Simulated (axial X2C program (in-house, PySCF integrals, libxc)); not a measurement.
# Ω levels of NdOH from open-shell CI on f4 s1

Computed with an axial X2C code built on PySCF integrals: two-component X2C with atomic mean-field Coulomb and Gaunt terms, basis Nd dyall-v3z, O dyall-av3z, H dyall-v3z (cores contracted in-house). Orbitals come from Hartree–Fock averaged over the configuration Nd f4 s1; CI then distributes these electrons over the f, s shells of Nd.

Nd–O–H held linear, bonds 2.161 and 0.950 Å (the second held) (near the minimum of the configuration average).

Active spinors (ω > 0):

```csv
shell,ω,ε (eV),character
f,5/2,8.12,100% Nd f
f,1/2,8.18,98% Nd f
f,3/2,8.20,99% Nd f
f,7/2,8.38,100% Nd f
f,1/2,8.42,97% Nd f
f,3/2,8.44,98% Nd f
f,5/2,8.45,100% Nd f
s,1/2,-1.96,"74% Nd s, 16% Nd p, 4% O p"
```

Lowest levels of this model:

```json
{"Ω": "1/2", "energy (cm⁻¹)": "0", "g∥": "0.51", "μ (D)": "-0.61", "configuration": "100% f4 s1"}
{"Ω": "3/2", "energy (cm⁻¹)": "25", "g∥": "1.60", "μ (D)": "-0.62", "configuration": "100% f4 s1"}
{"Ω": "5/2", "energy (cm⁻¹)": "100", "g∥": "2.78", "μ (D)": "-0.61", "configuration": "100% f4 s1"}
{"Ω": "7/2", "energy (cm⁻¹)": "222", "g∥": "3.63", "μ (D)": "-0.53", "configuration": "100% f4 s1"}
{"Ω": "1/2", "energy (cm⁻¹)": "542", "g∥": "0.80", "μ (D)": "-0.62", "configuration": "100% f4 s1"}
{"Ω": "3/2", "energy (cm⁻¹)": "563", "g∥": "2.34", "μ (D)": "-0.61", "configuration": "100% f4 s1"}
{"Ω": "5/2", "energy (cm⁻¹)": "607", "g∥": "3.84", "μ (D)": "-0.59", "configuration": "100% f4 s1"}
{"Ω": "7/2", "energy (cm⁻¹)": "667", "g∥": "5.60", "μ (D)": "-0.57", "configuration": "100% f4 s1"}
{"Ω": "9/2", "energy (cm⁻¹)": "759", "g∥": "7.62", "μ (D)": "-0.54", "configuration": "100% f4 s1"}
{"Ω": "1/2", "energy (cm⁻¹)": "1433", "g∥": "1.03", "μ (D)": "-0.61", "configuration": "100% f4 s1"}
{"Ω": "3/2", "energy (cm⁻¹)": "1449", "g∥": "3.05", "μ (D)": "-0.60", "configuration": "100% f4 s1"}
{"Ω": "5/2", "energy (cm⁻¹)": "1478", "g∥": "5.03", "μ (D)": "-0.59", "configuration": "100% f4 s1"}
{"Ω": "7/2", "energy (cm⁻¹)": "1516", "g∥": "7.06", "μ (D)": "-0.57", "configuration": "100% f4 s1"}
{"Ω": "9/2", "energy (cm⁻¹)": "1562", "g∥": "9.24", "μ (D)": "-0.56", "configuration": "100% f4 s1"}
{"Ω": "11/2", "energy (cm⁻¹)": "1644", "g∥": "11.49", "μ (D)": "-0.53", "configuration": "100% f4 s1"}
{"Ω": "1/2", "energy (cm⁻¹)": "1772", "g∥": "0.72", "μ (D)": "-0.60", "configuration": "100% f4 s1"}
{"Ω": "3/2", "energy (cm⁻¹)": "1775", "g∥": "2.22", "μ (D)": "-0.61", "configuration": "100% f4 s1"}
{"Ω": "5/2", "energy (cm⁻¹)": "1815", "g∥": "3.81", "μ (D)": "-0.61", "configuration": "100% f4 s1"}
{"Ω": "7/2", "energy (cm⁻¹)": "1923", "g∥": "5.41", "μ (D)": "-0.58", "configuration": "100% f4 s1"}
{"Ω": "9/2", "energy (cm⁻¹)": "2068", "g∥": "6.83", "μ (D)": "-0.51", "configuration": "100% f4 s1"}
{"Ω": "9/2", "energy (cm⁻¹)": "2603", "g∥": "10.30", "μ (D)": "-0.56", "configuration": "100% f4 s1"}
{"Ω": "11/2", "energy (cm⁻¹)": "2651", "g∥": "12.71", "μ (D)": "-0.55", "configuration": "100% f4 s1"}
{"Ω": "13/2", "energy (cm⁻¹)": "2728", "g∥": "15.12", "μ (D)": "-0.51", "configuration": "100% f4 s1"}
{"Ω": "11/2", "energy (cm⁻¹)": "3457", "g∥": "10.83", "μ (D)": "-0.50", "configuration": "100% f4 s1"}
{"Ω": "11/2", "energy (cm⁻¹)": "3833", "g∥": "13.53", "μ (D)": "-0.55", "configuration": "100% f4 s1"}
{"Ω": "13/2", "energy (cm⁻¹)": "3888", "g∥": "16.07", "μ (D)": "-0.53", "configuration": "100% f4 s1"}
{"Ω": "15/2", "energy (cm⁻¹)": "3959", "g∥": "18.60", "μ (D)": "-0.48", "configuration": "100% f4 s1"}
{"Ω": "13/2", "energy (cm⁻¹)": "4940", "g∥": "14.50", "μ (D)": "-0.48", "configuration": "100% f4 s1"}
{"Ω": "13/2", "energy (cm⁻¹)": "5180", "g∥": "16.71", "μ (D)": "-0.53", "configuration": "100% f4 s1"}
{"Ω": "15/2", "energy (cm⁻¹)": "5243", "g∥": "19.34", "μ (D)": "-0.49", "configuration": "100% f4 s1"}
```

g∥ is the magnitude of 2⟨Lz + ge Sz⟩ for the +Ω component. μ is positive if the H end is positive.

From Ω and g∥ of the lowest level, whose 2⟨Lz + ge Sz⟩ is positive, find ⟨Sz⟩ and ⟨Lz⟩ (ge = 2.0023).

Ω = ⟨Lz⟩ + ⟨Sz⟩ = 1/2 and ⟨Lz⟩ + ge⟨Sz⟩ = 0.255, so ⟨Sz⟩ = -0.24 and ⟨Lz⟩ = 0.74.

Occupations of the active spinors in the lowest level by ω, shell by shell in order of energy: -7/2: 0.20; -5/2: 0.50 0.14; -3/2: 0.32 0.13; -1/2: 0.57 0.07 0.55; 1/2: 0.39 0.11 0.45; 3/2: 0.48 0.11; 5/2: 0.62 0.10; 7/2: 0.27. The leading determinant has weight 0.11 among 447.

This point took 6.2 s on 1 thread of Arm Neoverse N1, on a shared host.

Dynamic correlation is missing, so gaps between terms are too wide and other configurations may lie lower; the lowest level listed is that of this model, not necessarily the ground state. At most 4 roots were kept for each Ω > 0 (twice that for Ω = 0) within 2.2 eV of the lowest, so higher up levels can be missing between those listed; levels with Ω > 0 are doubly degenerate and listed once, Ω = 0 levels singly. The molecule was held linear; bending was not examined.
